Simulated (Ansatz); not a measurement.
Two isomers of CH5BFNSi: A = `FBC1N[SiH2]1`, B = `C[Si]1(F)BN1`.

Isolated molecules relaxed with PBE0-D4/def2-TZVP in Ansatz; ΔE leaves out vibrations. CBS: MP2 limit from def2 TZ/QZ plus the TZ coupled-cluster correction, frozen cores. Functionals use def2-TZVPP. B3LYP here is the variant with VWN-RPA as its local correlation; programs differ in this. Each species was taken in one conformer, which may not be the lowest.

Which isomer does CCSD(T)/CBS put lower? Give the gap. (An estimate is asked.)

Computed: B, by 43.7 kcal/mol.

Give E(B) − E(A) in kcal/mol with B3LYP-D4, ωB97M-V, B3LYP, MP2/def2-TZVPP, B2PLYP, PBE0-D4, r2SCAN-D4. (Estimate.)

Ansatz gave: B3LYP-D4 -42.1, ωB97M-V -43.1, B3LYP -42.4, MP2/def2-TZVPP -43.1, B2PLYP -42.8, PBE0-D4 -42.4, r2SCAN-D4 -43.0. None reverses the order clearly.

Largest T1 diagnostic: 0.013.

From PBE to PBE0 (25 % exact exchange), in def2-TZVPP and without D4, E(B) − E(A) moves by −1.1 kcal/mol.
